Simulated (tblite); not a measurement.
Species: C₃H₁₀NSi₂ (doublet state).
Cartesian coordinates in Å at the GFN2-xTB level; atoms count from 1:
```xyz
16
C3H10NSi2 angstrom
N      2.3339    0.0167   -0.6345
Si     1.1575    0.0638    0.6372
C     -0.0933   -1.3478    0.3079
C     -1.2354   -0.8465   -0.5766
C     -1.6576    0.5489   -0.2847
Si    -0.5260    1.6569    0.6665
H      2.0131   -0.0366   -1.5884
H      3.1149    0.6501   -0.5818
H      1.9601   -0.2028    1.8365
H     -0.5037   -1.6570    1.2697
H      0.3617   -2.2306   -0.1388
H     -0.9254   -0.9065   -1.6318
H     -2.1022   -1.5165   -0.4953
H     -2.5202    0.8954   -0.8374
H     -1.0227    1.9507    2.0237
H     -0.3623    2.9707    0.0163
```

Calculated harmonic vibrations of the isolated species, GFN2-xTB (tblite), most abundant isotopes, no scaling. Errors from tens to a few hundred cm⁻¹ against measured bands are possible. Modes of hydrogen on silicon can be 10 to 20 % off. One conformer, not necessarily the lowest. Open shells enter through the occupations alone, without spin polarisation, and single modes of such species can be off by tens of per cent.

Harmonic wavenumbers (cm⁻¹): 77.4, 142.6, 147.9, 181.6, 221.8, 314.0, 388.0, 422.7, 447.8, 481.2, 524.8, 543.4, 556.8, 612.9, 641.2, 676.6, 750.3, 777.6, 817.8, 831.0, 862.1, 894.7, 969.4, 1088.1, 1113.9, 1160.2, 1249.9, 1276.7, 1317.5, 1457.9, 1489.7, 1528.5, 2114.2, 2145.0, 2192.2, 2825.9, 2889.4, 2982.3, 3001.0, 3043.7, 3470.1, 3504.2.

A = 2972, B = 2052, C = 1484 MHz; mass 116.035 u (most abundant isotopes); point group C1, symmetry number 1; spin multiplicity 2.

Question: What is the zero-point energy?

Answer: ½Σν̃ = 26067 cm⁻¹ = 74.53 kcal/mol.

Question: Entropy at 400 K, 1 bar (ideal gas, RRHO, classical rotation)?

Answer: Translation 41.65, rotation 28.84, vibration 32.47, spin (R ln 2) 1.38: S = 104.3 cal/(mol K).

Question: And Cp and H(400 K) − H(0)?

Answer: Cp = 45.07 cal/(mol K), of which vibrations give 37.12 (their classical limit is 42 R = 83.5); H(400 K) − H(0) = 10.51 kcal/mol without the zero-point energy, 7.33 from vibrations.

Question: What must be added to the electronic energy to get the Gibbs energy at 400 K and 1 bar?

Answer: ZPE + [H(400 K) − H(0)] − T·S = 74.53 + 10.51 − 41.73 = 43.31 kcal/mol.

Question: Which modes carry the vibrational entropy at 400 K?

Answer: 77.4 cm⁻¹: 4.53; 142.6 cm⁻¹: 3.34; 147.9 cm⁻¹: 3.26; 181.6 cm⁻¹: 2.87; 221.8 cm⁻¹: 2.49; 314.0 cm⁻¹: 1.85 cal/(mol K); the other 36 give 14.13 together.

Hindered rotation and anharmonicity are outside this model. Other conformers, if any are populated, would add a mixing term that is left out. The structure is chiral; the term R ln 2 for an equal mix with its mirror image is left out.

The run took 0.46 s of wall time on one thread of an Arm Neoverse V2, on a shared host. The figure is for the frequency step alone.
